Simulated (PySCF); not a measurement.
F₃Sc, charge -1, quartet, at a GFN2-xTB geometry of the parent state (such geometries of metal compounds can be far from the true shape) (the multiplicity is a formal guess) (in this run its highest filled SCF level lies above zero, so its values depend strongly on the basis, on diffuse functions most of all); HF/6-31G** in PySCF.

The PySCF input:
```python
from pyscf import gto, scf

mol = gto.M(
    atom='''
Sc   -0.000000   -0.000000    0.000000
F    -1.557883   -0.965533    0.065918
F    -0.001039    1.695831   -0.698394
F     1.558922   -0.730298    0.632476
''',
    basis='6-31g**',
    charge=-1,
    spin=3,
    verbose=4,
)

mf = scf.UHF(mol)
mf.kernel()
```

Output, abridged:

```
PySCF version 2.14.0

[INPUT] verbose = 4
[INPUT] num. atoms = 4
[INPUT] num. electrons = 49
[INPUT] charge = -1
[INPUT] spin (= nelec alpha-beta = 2S) = 3
[INPUT] symmetry False subgroup None
[INPUT] Mole.unit = angstrom
[INPUT] Symbol           X                Y                Z      unit          X                Y                Z       unit  Magmom
[INPUT]  1 Sc     0.000000000000   0.000000000000   0.000000000000 AA    0.000000000000   0.000000000000   0.000000000000 Bohr   0.0
[INPUT]  2 F     -1.557883000000  -0.965533000000   0.065918000000 AA   -2.943972204116  -1.824592934230   0.124566966679 Bohr   0.0
[INPUT]  3 F     -0.001039000000   1.695831000000  -0.698394000000 AA   -0.001963425443   3.204656143547  -1.319773387039 Bohr   0.0
[INPUT]  4 F      1.558922000000  -0.730298000000   0.632476000000 AA    2.945935629559  -1.380063209318   1.195206420360 Bohr   0.0

nuclear repulsion = 204.0799460509
number of shells = 30
number of NR pGTOs = 178
number of NR cGTOs = 76
basis = 6-31g**
ecp = {}

******** <class 'pyscf.scf.uhf.UHF'> ********
method = UHF
initial guess = minao
damping factor = 0
level_shift factor = 0
DIIS = <class 'pyscf.scf.diis.CDIIS'>
diis_start_cycle = 1
diis_space = 8
diis_damp = 0
SCF conv_tol = 1e-09
SCF conv_tol_grad = None
SCF max_cycles = 50
direct_scf = True
direct_scf_tol = 1e-13
number electrons alpha = 26  beta = 23
Set gradient conv threshold to 3.16228e-05
init E= -1057.64183691994

cycle= 1 E= -1057.74531097794  delta_E= -0.103  |g|= 0.468  |ddm|=  1.6

cycle= 2 E= -1057.86168460396  delta_E= -0.116  |g|= 0.179  |ddm|= 1.34

cycle= 3 E= -1057.87751260808  delta_E= -0.0158  |g|= 0.0548  |ddm|= 0.398

cycle= 4 E= -1057.88478848542  delta_E= -0.00728  |g|= 0.0525  |ddm|= 0.408

cycle= 5 E= -1057.89030696993  delta_E= -0.00552  |g|= 0.0502  |ddm|= 0.226

cycle= 6 E= -1057.89438824655  delta_E= -0.00408  |g|= 0.0617  |ddm|= 0.0772

cycle= 7 E= -1057.88669820501  delta_E= 0.00769  |g|= 0.0437  |ddm|= 0.207

cycle= 8 E= -1057.88836042831  delta_E= -0.00166  |g|= 0.0458  |ddm|= 0.162

cycle= 9 E= -1057.88477635661  delta_E= 0.00358  |g|= 0.038  |ddm|= 0.11

cycle= 10 E= -1057.8820718927  delta_E= 0.0027  |g|= 0.0213  |ddm|= 0.268

cycle= 11 E= -1057.88194050456  delta_E= 0.000131  |g|= 0.016  |ddm|= 0.137

cycle= 12 E= -1057.88173825417  delta_E= 0.000202  |g|= 0.00191  |ddm|= 0.0748

cycle= 13 E= -1057.88173927729  delta_E= -1.02e-06  |g|= 0.00117  |ddm|= 0.011

cycle= 14 E= -1057.88173912947  delta_E= 1.48e-07  |g|= 0.00046  |ddm|= 0.00454

cycle= 15 E= -1057.88173957763  delta_E= -4.48e-07  |g|= 0.000392  |ddm|= 0.000978

cycle= 16 E= -1057.88174070836  delta_E= -1.13e-06  |g|= 0.000449  |ddm|= 0.00232

cycle= 17 E= -1057.88174211344  delta_E= -1.41e-06  |g|= 0.000261  |ddm|= 0.0037

cycle= 18 E= -1057.88174458583  delta_E= -2.47e-06  |g|= 0.000169  |ddm|= 0.0105

cycle= 19 E= -1057.88174481728  delta_E= -2.31e-07  |g|= 9.05e-05  |ddm|= 0.00297

cycle= 20 E= -1057.88174487797  delta_E= -6.07e-08  |g|= 9.26e-05  |ddm|= 0.000709

cycle= 21 E= -1057.88174494464  delta_E= -6.67e-08  |g|= 7.05e-05  |ddm|= 0.000884

cycle= 22 E= -1057.88174501886  delta_E= -7.42e-08  |g|= 4.35e-05  |ddm|= 0.00133

cycle= 23 E= -1057.8817450664  delta_E= -4.75e-08  |g|= 3.69e-05  |ddm|= 0.0014

cycle= 24 E= -1057.88174507636  delta_E= -9.96e-09  |g|= 2.54e-05  |ddm|= 0.000749

cycle= 25 E= -1057.88174507712  delta_E= -7.65e-10  |g|= 1.51e-05  |ddm|= 0.000237

Extra cycle  E= -1057.88174507785  delta_E= -7.26e-10  |g|= 1.4e-05  |ddm|= 8.33e-05
converged SCF energy = -1057.88174507785  <S^2> = 3.8047666  2S+1 = 4.0272902
```
